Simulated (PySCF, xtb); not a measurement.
Ga(H)(Cl)(OH) (ClGaH₂O), SMILES [OH][GaH][Cl]. One conformer was computed; it need not be the lowest.

Harmonic wavenumbers (cm⁻¹) from GFN2-xTB (xtb) at its own minimum, in rising order: 141, 329, 362, 368, 395, 537, 595, 1749, 3678.

**Question.** What does PBE0-D3(BJ)/def2-TZVP in PySCF give at its own minimum? (The exact figures need the calculation; the answer reports its results.)

**Answer.** 170, 362, 429, 466, 590, 714, 842, 2042, 3899. Paired by order, the mean absolute difference is 151 cm⁻¹ and the zero-point energies are 11.7 and 13.6 kcal/mol.
